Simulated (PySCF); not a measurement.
Write Cartesian coordinates for `C#[C][Ge]([Cl])([Cl])[C]#C` (Ge(CCH)2Cl2) as optimised with PBE0-D3(BJ)/def2-SVP.

```
atom  x, y, z in Å
Ge1   -0.6513   -0.0244   -0.5430
C2    -0.8411    0.0001    1.3270
C3    -0.9330    0.0249    2.5379
H4    -1.0182    0.0461    3.6107
C5     1.1523   -0.0179   -1.0694
C6     2.3131   -0.0127   -1.4262
H7     3.3433   -0.0072   -1.7374
Cl8   -1.6253    1.6854   -1.3826
Cl9   -1.6070   -1.7638   -1.3427
```

Any rigid rotation of these coordinates is as good. Atoms count from 1 in this order. Ge1 (germanium bonded to 2 C and 2 Cl) is tetrahedral (angles from 107.4° to 112.1°).

Bonds between heavy atoms (Å): Ge1–C2 1.880, Ge1–C5 1.879, Ge1–Cl8 2.139, Ge1–Cl9 2.140, C2–C3 1.215, C5–C6 1.214.

Computed, not measured: PBE0-D3(BJ)/def2-SVP geometry optimisation, gas phase in PySCF.

Point group: C2v (tolerance 0.08 Å). PBE0-D3(BJ)/def2-SVP frequencies: not computed here.

Hardware: Intel Xeon 6975P-C, one thread, shared host. Cost: 89 s, 0.50 GiB resident at most. These figures are those of the optimisation.
